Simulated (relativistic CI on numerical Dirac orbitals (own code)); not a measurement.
## What each ingredient does to the levels of Sn²⁴⁺

Base calculation: Dirac-Coulomb-Breit CI, separate exchange-only KLI orbitals for each configuration, QED by a radiative potential, unscaled Slater integrals.

Configurations in the expansion (outside the closed core [Ne]): 3s²3p⁶3d⁸, 3s²3p⁵3d⁹, 3s²3p⁴3d¹⁰, 3s3p⁶3d⁹, 3p⁶3d¹⁰, 3s3p⁵3d¹⁰, 3s²3p⁶3d⁷4s, 3s²3p⁶3d⁷4p, 3s²3p⁶3d⁷4d, 3s²3p⁴3d⁹4s, 3s²3p⁶3d⁷4f, 3s²3p⁵3d⁸4s, 3s²3p⁴3d⁹4p, 3s²3p⁶3d⁶4s², 3s²3p⁵3d⁸4p, 3s²3p⁶3d⁶4s4p. Levels of other configurations are missing.

Variants: (1) non-relativistic limit. Shifts of the energy above 3s²3p⁶3d⁸ ³F4, in eV, for the lowest level and the first level of each name with at least 55 % of one term (blank where a level changes its place among those of its configuration and J or its character, or is not in the variant):

| Level | Base | Δ(1) |
| --- | --- | --- |
| 3s²3p⁶3d⁸ ³F4 | 0.000 | 0.000 |
| 3s²3p⁶3d⁸ ³F3 | 8.232 | -8.232 |
| 3s²3p⁶3d⁸ ³P0 | 13.577 | -5.753 |
| 3s²3p⁶3d⁸ ³P1 | 16.296 | -8.473 |
| 3s²3p⁶3d⁸ ¹G4 | 17.997 | -7.017 |
| 3s²3p⁶3d⁸ ¹S0 | 36.142 | -11.297 |
| 3s²3p⁵3d⁹ ³F°4 | 213.758 | -11.475 |
| 3s²3p⁵3d⁹ ¹D°2 | 218.371 |  |
| 3s²3p⁵3d⁹ ³D°3 | 225.350 |  |
| 3s²3p⁵3d⁹ ³P°1 | 232.377 | -18.436 |
| 3s²3p⁵3d⁹ ³P°0 | 234.988 | -21.046 |
| 3s²3p⁵3d⁹ ³D°1 | 239.108 | -24.335 |
| 3s²3p⁵3d⁹ ³F°2 | 268.769 |  |
| 3s²3p⁵3d⁹ ¹F°3 | 278.975 | -43.572 |
| 3s3p⁶3d⁹ ³D3 | 392.681 | -64.608 |
| 3s3p⁶3d⁹ ³D2 | 395.585 | -67.513 |
| 3s3p⁶3d⁹ ³D1 | 401.941 | -73.868 |
| 3s3p⁶3d⁹ ¹D2 | 405.002 | -69.796 |
| 3s²3p⁴3d¹⁰ ³P2 | 451.494 | -29.491 |
| 3s²3p⁴3d¹⁰ ³P1 | 491.397 | -69.394 |
| 3s²3p⁶3d⁷4s ⁵F5 | 499.260 | +24.624 |
| 3s²3p⁴3d¹⁰ ¹D2 | 502.257 | -65.903 |

At this charge energies of transitions that change n are usually good to better than 1 %, and those within a shell (Δn = 0) to a few per cent. Terms inside the open d or f shell come out 10 to 20 % too wide with unscaled integrals.

Ionisation energy from the two ground configurations alone: base 1269.12 eV. The NIST ASD value (theoretical) is 1269 eV.

LS names give the leading component of a level, which can be under half, so a name can repeat, a term be missing and a line seem to break the LS rules.
